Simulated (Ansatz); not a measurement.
`C[CH](F)[SnH2][F]` and `C[CH](F)[AlH2]` differ in one atom or group.

Ansatz, PBE0-D4/def2-TZVP geometries, multiplicity 1. Each molecule was computed in one conformer, which needn't be the lowest.

Elements past krypton have def2 core potentials.

| property | `C[CH](F)[SnH2][F]` |
| --- | --- |
| HOMO–LUMO gap (PBE0/def2-TZVPP) / eV | 7.39 |
| HOMO energy (PBE/def2-TZVPP) / eV | -6.70 |
| HOMO–LUMO gap (ωB97M-V/def2-TZVPP) / eV | 11.05 |
| size of the dipole moment (PBE/def2-TZVPP) / D | 2.59 |
| size of the dipole moment (ωB97M-V/def2-TZVPP) / D | 2.75 |
| HOMO–LUMO gap (B3LYP/def2-TZVPP) / eV | 6.93 |

(1) Give the same properties after the change, and the shifts. (Estimate.)

Results:

(1) The calculation gave: 
| property | `C[CH](F)[AlH2]` | shift |
| --- | --- | --- |
| HOMO–LUMO gap (PBE0/def2-TZVPP) / eV | 5.86 | -1.53 |
| HOMO energy (PBE/def2-TZVPP) / eV | -6.10 | 0.60 |
| HOMO–LUMO gap (ωB97M-V/def2-TZVPP) / eV | 9.69 | -1.36 |
| size of the dipole moment (PBE/def2-TZVPP) / D | 1.51 | -1.08 |
| size of the dipole moment (ωB97M-V/def2-TZVPP) / D | 1.63 | -1.12 |
| HOMO–LUMO gap (B3LYP/def2-TZVPP) / eV | 5.44 | -1.49 |

With PBE0 the HOMO rises by 0.56 eV and the LUMO falls by 0.96 eV, so the gap narrows by about 1.52 eV. PBE moves the HOMO by 0.60 eV and ωB97M-V by 0.49 eV. Dipoles are sizes alone; their direction can turn.

B3LYP here is the variant with VWN-RPA as its local correlation; programs differ in this.
